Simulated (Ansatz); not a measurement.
`CC[N](C)[Ge]([Cl])([Cl])[Cl]` + `BI` → `[Cl][Ge]([Cl])([Cl])[I]` + `BN(C)CC`  (redistribution)

Computed with Ansatz on PBE0-D4/def2-TZVP structures; ΔE is electronic, products minus reactants. CCSD(T)/CBS is the MP2 limit (def2-TZVPP, def2-QZVPP) plus CCSD(T) − MP2 in def2-TZVPP, frozen cores. DFT in def2-TZVPP. Elements past krypton have def2 core potentials. For Ge, I outer-core shells are correlated without core-valence functions, which leaves a few kJ/mol of doubt a bond. Scalar relativity is left out up to krypton. One conformer a species, not always the lowest.

| level | ΔE (eV) |
| --- | --- |
| r2SCAN0-D4 | -1.41 |
| r2SCAN | -1.43 |
| RPA@PBE/def2-TZVPP | -1.19 |
| SCS-MP2/def2-QZVPP | -1.31 |

Question: What does CCSD(T)/CBS give? (Best estimate.)

Answer: Ansatz gave: -1.32 eV. The listed levels differ from it by -0.09, -0.11, 0.13, 0.01 eV.

Question: What do rigid-rotor, harmonic-oscillator terms from PBE0-D4/def2-TZVP frequencies (298.15 K, 1 bar) make of the CCSD(T)/CBS value? (Estimate.)

Answer: Ansatz gave: ΔZPE = +0.09 eV, ΔH = -1.26 eV, ΔS = -20 J/(mol·K), ΔG = -1.20 eV. Modes under 50 cm⁻¹ make the entropy rough.

Largest T1 diagnostic among the species: 0.012.

From BLYP to BHLYP (50 % exact exchange), in def2-TZVPP and without D4, ΔE moves by +0.06 eV. The D4 term adds +0.06 eV with B3LYP and +0.04 eV with PBE0; it sums over pairs of atoms, weighted by their polarisabilities, and B3LYP, whose exchange is more repulsive, gets the larger term. Leaving LDA and LC-ωPBE aside and taking each functional with its dispersion term where it has one, the values, not all of them listed here, spread over 0.11 eV, from PBE-D4 to ωB97X-V. LDA lies −0.05 eV from PBE without D4.

B3LYP here is the variant with VWN-RPA as its local correlation; programs differ in this.
